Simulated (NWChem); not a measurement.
C₄H₂N₂S; SMILES N#Cc1cscn1

Computed with NWChem. STO-3G and 3-21G are far too small for this property and stand as cheap habits. Geometry: optimised at PBE-D3(BJ)/def2-SVP. Vertical excitations in the gas phase.

Q: Predict the results for B3LYP/3-21G, TDA. Quantities: lowest excitation, singlet (eV); oscillator strength of that lowest state; lowest state with f > 0.02, singlet (eV); oscillator strength of that bright state; orbital gap (eV).

A: 
| Item | Value |
|---|---|
| lowest excitation, singlet (eV) | 5.08 |
| oscillator strength of that lowest state | 0.000 |
| lowest state with f > 0.02, singlet (eV) | 5.79 |
| oscillator strength of that bright state | 0.116 |
| orbital gap (eV) | 5.76 |
